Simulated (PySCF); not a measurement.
Mo(NH)2(Cl)(Br) (BrClH₂MoN₂), SMILES [NH]=[Mo](=[NH])([Cl])[Br], multiplicity 1.

The structure is a stationary point at PBE-D3(BJ)/def2-SVP. The spin state was assumed, not searched. The structure was generated by enumeration; whether it is a known compound was not checked. The def2 effective core potentials stand for the cores of Mo; spin–orbit coupling is left out.

Computed with TDDFT-M06-2X/def2-SVPD in PySCF 2.14.0.

Vertical excitations. Gas-phase values at a fixed geometry. State labels are in the subgroup Cs.

Computed excitation energies, oscillator strengths and character:
```tsv
state	symmetry	energy (eV)	λ (nm)	f	main pairs
S1	A'	3.79	327	0.004	HOMO−1→LUMO 33 %, HOMO−2→LUMO+1 17 %, HOMO→LUMO+1 17 %, HOMO−3→LUMO 11 %
S2	A"	3.88	320	0.003	HOMO→LUMO 87 %
S3	A"	4.06	305	0.003	HOMO−2→LUMO 78 %
S4	A'	4.29	289	0.023	HOMO−1→LUMO 35 %, HOMO−2→LUMO+1 22 %, HOMO→LUMO+1 19 %, HOMO−3→LUMO 9 %
S5	A"	4.41	281	0.000	HOMO→LUMO+2 33 %, HOMO−2→LUMO+2 25 %, HOMO−2→LUMO 10 %, HOMO−7→LUMO+1 6 %
S6	A'	4.75	261	0.001	HOMO−3→LUMO 43 %, HOMO−1→LUMO+2 12 %, HOMO−1→LUMO 9 %, HOMO→LUMO+1 9 %
S7	A"	4.88	254	0.000	HOMO→LUMO+3 30 %, HOMO−1→LUMO+1 28 %, HOMO−2→LUMO+3 10 %, HOMO−3→LUMO+1 5 %
S8	A"	5.10	243	0.000	HOMO→LUMO+2 46 %, HOMO−2→LUMO+2 29 %, HOMO−2→LUMO+3 10 %
S9	A'	5.11	243	0.013	HOMO−1→LUMO+3 33 %, HOMO−4→LUMO 22 %, HOMO−1→LUMO 9 %, HOMO−2→LUMO+1 7 %
S10	A'	5.23	237	0.004	HOMO−1→LUMO+2 53 %, HOMO→LUMO+1 20 %, HOMO−2→LUMO+1 11 %
T1	A"	3.42	362	0	HOMO→LUMO 45 %, HOMO−2→LUMO 25 %
T2	A'	3.76	330	0	HOMO−1→LUMO 77 %
T3	A'	3.81	326	0	HOMO→LUMO+1 32 %, HOMO−1→LUMO+2 15 %, HOMO−8→LUMO+1 11 %, HOMO−5→LUMO+1 8 %
T4	A"	3.87	321	0	HOMO→LUMO 41 %, HOMO−2→LUMO 39 %
```
Triplets are in the Tamm–Dancoff approximation, which puts them higher than full response would, so one can lie above its singlet here.
